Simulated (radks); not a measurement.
Task: Valence configurations of the holmium ion Ho3+ (all share [Xe]). Method: Dirac Kohn-Sham, PBEsol, spin-unpolarised, spherical densities, finite nucleus; open shells are shared between the two j in proportion to 2j + 1; Fermi nuclear charge, rms radius 5.2022 fm; computed with a radial shooting solver on a logarithmic mesh with Libxc functionals. Order these by energy: 4f9.5 6p0.5; 4f10; 4f7 5d2 6s1; 4f9 6p1; 4f8 5d1 6p1; 4f8 6s2; 4f9 6s1; 4f8 6s1 6p1; 4f8 5d1 6s1; 4f8 5d2.

Result: From the lowest, in eV above it: 4f10 0.000; 4f9.5 6p0.5 9.799; 4f9 6s1 15.773; 4f9 6p1 21.868; 4f8 5d2 31.510; 4f8 5d1 6s1 35.478; 4f8 6s2 40.255; 4f8 5d1 6p1 41.858; 4f8 6s1 6p1 46.917; 4f7 5d2 6s1 61.705. NIST lists [Xe] 4f10 as the ground configuration; this level of theory agrees among the configurations tried. The energies are those of spherical spin-averaged densities, not of single terms.
